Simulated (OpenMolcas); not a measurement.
An input for GeNH4Cl (SMILES [NH2][GeH2][Cl])

GeNH4Cl has 7 atoms, charge 0, and is taken as a singlet. SMILES: `[NH2][GeH2][Cl]`. The shape is that of a PBE0-D4/def2-TZVP optimisation. This is one conformer, not always the lowest. The run starts from this shape.

```
atom    x (Å)    y (Å)    z (Å)
   N  -0.7929   0.5155  -0.7227
  Ge   0.5799   0.0033   0.3532
  Cl   0.3945  -2.0546   1.0345
   H  -1.7009   0.5268  -0.2796
   H  -0.8589   0.0147  -1.5977
   H   0.5593   0.8649   1.6172
   H   1.8802   0.0613  -0.4506
```

Settings wanted:

```
method            : HF
reference         : RHF
relativity        : none
basis set         : 6-31G*
task              : frequencies
temperature       : 298.15 K
pressure          : 1 atm
nucleus           : point
max steps         : 50
d and f functions : Cartesian
```

Question: Give an OpenMolcas 26.06 job that does this.

Answer: One that was run (others would do as well):

geom.xyz:
```
7

N     -0.792900     0.515500    -0.722700
Ge     0.579900     0.003300     0.353200
Cl     0.394500    -2.054600     1.034500
H     -1.700900     0.526800    -0.279600
H     -0.858900     0.014700    -1.597700
H      0.559300     0.864900     1.617200
H      1.880200     0.061300    -0.450600
```

calc.inp:
```
* ClGeH4N Hartree-Fock
>>> EXPORT MOLCAS_PRINT=2

&GATEWAY
  BasLib
  $CurrDir
  Coord
  geom.xyz
  Basis
  6-31Gs
  Group
  NoSym
>>> EXPORT MOLCAS_MAXITER=50
>>> Do While

&SEWARD

&SCF
  PrOrbitals
  0

&SLAPAF
>>> EndDo
>>> COPY $Project.Opt.xyz $CurrDir/final.xyz
>>> COPY $Project.slapaf.h5 $CurrDir/final.slapaf.h5

&MCKINLEY

&MCLR
  Thermochemistry
  1
  1.0
  298.15
  End of PT
```

```bash
$ export MOLCAS_MEM=1860
$ pymolcas calc.inp > calc.log
```

(Basis files named in the input come from the Basis Set Exchange and aren't shown.)

Calculated total energy: -2591.38499 Eh.
